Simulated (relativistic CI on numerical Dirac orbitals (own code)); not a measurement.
## What each ingredient does to the levels of Ru XI

Base calculation: Dirac-Coulomb-Breit CI, KLI orbitals optimised for each configuration, a model potential for QED, unscaled Slater integrals.

CI space (outside the closed core [Ar] 3d10): 4s2 4p4, 4s 4p5, 4p6, 4s2 4p3 4d, 4s 4p4 4d, 4s2 4p3 4f, 4s 4p4 4f, 4p5 4d, 4s2 4p3 5s, 4s 4p3 4d2, 4s2 4p3 5p, 4s2 4p2 4d 4f, 4p5 5s, 4p5 4f, 4s2 4p3 5d, 4s 4p4 5s, 4s 4p3 4d 5s, 4s 4p4 5p, 4s2 4p3 6s, 4s2 4p2 4f 5s, 4s2 4p3 5f, 4s2 4p3 6p, 4s2 4p3 5g, 4s 4p4 5d, 4s2 4p3 6d, 4p4 4d 4f, 4s 4p3 5s2, 4s2 4p3 7s, 4s2 4p2 4d2, 4s2 4p 4d3, 4s 4p2 4d3, 4s2 4p 4d2 4f, 4s 4p2 4d2 4f, 4s2 4p 4d2 5s, 4p4 4d2, 4p3 4d3, 4p3 4d2 4f, 4p3 4d2 5s, 4s2 4p2 4f2, 4s2 4p 4d 4f2, 4s 4p2 4d 4f2, 4s2 4p 4f3, 4s 4p2 4f3, 4s2 4p 4f2 5s. Double excitations out of closed p, d and f shells are left out; levels of such configurations are missing from the list, as are those of other unlisted configurations, and high levels can miss mixing partners. These lack a partner that the ground configuration has and come out too high: 4s2 4p3 5p, 4s2 4p3 5d, 4s 4p4 5s, 4s 4p4 5p, 4s2 4p3 6s.

Variants: (1) valence Slater integrals scaled by 0.9; (2) configuration mixing switched off; (3) one mean potential for all configurations. Shifts of the energy above 4s2 4p4 3P_2, in cm⁻¹, for the lowest level and the first level of each name with at least 55 % of one term (blank where a level changes its place among those of its configuration and J or its character, or is not in the variant):

| Level | Base | Δ(1) | Δ(2) | Δ(3) |
| --- | --- | --- | --- | --- |
| 4s2 4p4 3P_2 | 0 | 0 | 0 | 0 |
| 4s2 4p4 3P_0 | 21395 | -1125 | +985 | +11 |
| 4s2 4p4 3P_1 | 29119 | +385 | +245 | -15 |
| 4s2 4p4 1D_2 | 46693 | -1320 | +2466 | -21 |
| 4s2 4p4 1S_0 | 94679 | -3252 | +4568 | +24 |
| 4s 4p5 3P°_2 | 271661 | +5834 | +31444 | +2 |
| 4s 4p5 3P°_1 | 289057 | +5617 | +33719 | +3 |
| 4s 4p5 3P°_0 | 304053 | +6046 | +33413 | +3 |
| 4s 4p5 1P°_1 | 349414 | +2257 | +60888 | +25 |
| 4s2 4p3 4d 5D°_0 | 378231 | +4991 | -2860 | +110 |
| 4s2 4p3 4d 5D°_2 | 378543 | +4762 | -2381 | +105 |
| 4s2 4p3 4d 5D°_3 | 378743 | +4816 | -2075 | +106 |
| 4s2 4p3 4d 5D°_1 | 379440 | +5132 | -3198 | +114 |
| 4s2 4p3 4d 5D°_4 | 382268 | +4962 | -2386 | +112 |

At this charge energies of transitions that change n are usually good to better than 1 %, and those within a shell (Δn = 0) to a few per cent.

Ionisation energy from the two ground configurations alone: base 220.133 eV; valence Slater integrals scaled by 0.9 220.35 eV. The NIST ASD value (theoretical) is 219.9 eV.

LS names give the leading component of a level, which can be under half, so a name can repeat, a term be missing and a line seem to break the LS rules.
